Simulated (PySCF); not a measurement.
PySCF input for CH2FNOSi, SMILES O=C=N[SiH2]F, C-PCM-M06-2X/def2-SVP. Coordinates come from a B3LYP-D3(BJ)/def2-SVP optimisation. Other conformers were not sampled.

```python
import numpy as np
from pyscf import gto, scf, dft
from pyscf.solvent import pcm

mol = gto.M(
    atom='''
    Si   -0.48095453   -1.16696039   -0.00000000
    F     0.95777038   -1.91318560    0.00000000
    N    -0.22009277    0.52381695    0.00000000
    C     0.01950308    1.70048648   -0.00000000
    O     0.24236704    2.84799764    0.00000000
    H    -1.20093771   -1.54875143   -1.23510538
    H    -1.20093771   -1.54875143    1.23510538
    ''',
    basis='def2-SVP',
    charge=0,
    spin=0,
    max_memory=1600,
    verbose=3,
)
mf = dft.RKS(mol, xc='m06-2x').density_fit(auxbasis='def2-universal-jkfit')
mf.grids.level = 4
mf.conv_tol = 1e-9
mf.max_cycle = 100
mf.kernel()
res = {}
for name, eps in {'water': 78.355, 'acetonitrile': 35.688, 'toluene': 2.3741}.items():
    s = mf.PCM()
    s.with_solvent.method, s.with_solvent.eps, s.with_solvent.lebedev_order = 'C-PCM', eps, 29
    s.kernel(mf.make_rdm1())
    res[name] = (s.e_tot, eps, s.dip_moment(), s.mo_energy, s.converged)
    print(f'{name}: electrostatic solvation free energy {(s.e_tot - mf.e_tot) * 627.509474:.3f} kcal/mol')
```

It prints:

```
converged SCF energy = -558.305561711501

WARN: PCM is an experimental feature. It is still in testing.
Features and APIs may be changed in the future.

converged SCF energy = -558.310112821482
Dipole moment(X, Y, Z, Debye): -1.87260, -1.45948,  0.00000
water: electrostatic solvation free energy -2.856 kcal/mol

WARN: PCM is an experimental feature. It is still in testing.
Features and APIs may be changed in the future.

converged SCF energy = -558.310033289547
Dipole moment(X, Y, Z, Debye): -1.86691, -1.45283, -0.00000
acetonitrile: electrostatic solvation free energy -2.806 kcal/mol

WARN: PCM is an experimental feature. It is still in testing.
Features and APIs may be changed in the future.

converged SCF energy = -558.308093379745
Dipole moment(X, Y, Z, Debye): -1.73173, -1.29828, -0.00000
toluene: electrostatic solvation free energy -1.589 kcal/mol
```

Self-consistency was reached.
